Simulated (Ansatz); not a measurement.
Molecule: C4H11Si, net charge 0, doublet state. It need not be the lowest isomer of its formula. SMILES: [CH2]C(C)([SiH3])C
Geometry from a B3LYP-D3(BJ)/def2-TZVP (Ansatz, a quantum-chemistry and plane-wave program) optimisation:
```
C
C 1 1.4770
H 2 1.0818 1 120.68
H 2 1.0818 3 117.89 1 170.11
C 1 1.5380 2 111.91 3 -157.49
H 5 1.0917 1 111.58 2 -54.53
H 5 1.0919 6 108.03 1 122.76
H 5 1.0936 6 107.76 7 116.38
C 1 1.5380 2 111.91 3 -32.68
H 9 1.0917 1 111.58 2 54.53
H 9 1.0919 10 108.03 1 -122.76
H 9 1.0936 10 107.76 11 -116.38
Si 1 1.9184 2 104.97 3 84.92
H 13 1.4818 1 109.87 2 -60.21
H 13 1.4818 14 109.42 1 -120.70
H 13 1.4885 14 108.60 15 -118.40
```
Charge 0, spin multiplicity 2.

Property: atomisation energy (electronic, to ground-state atoms), in kcal/mol. Cores are frozen in the correlated levels unless marked. UHF or UKS for open shells. No spin-orbit coupling. No relativistic terms. The coupled-cluster limit lacks core correlation, which all-electron functionals hold. Basis-set limits of correlation are two-point, X^-3; Hartree-Fock from the larger set. The bracket is a focal-point correction in the basis named.

```
level                          program  atomisation energy (kcal/mol)
----------------------  --------------  -----------------------------
HF/STO-3G                       Ansatz                         1379.7
BLYP-D3(BJ)/def2-TZVPD  Ansatz + dftd3                         1393.3
PBE0-D3(BJ)/def2-TZVPD  Ansatz + dftd3                         1408.7
r2SCAN0-D4/def2-TZVPD   Ansatz + dftd4                         1397.9
```

Task: What does RI-MP2/CBS(cc-pV(T+d)Z,cc-pV(Q+d)Z)+[CCSD(T)-MP2]/cc-pV(T+d)Z (Ansatz) give?

Result: 1403.2 kcal/mol
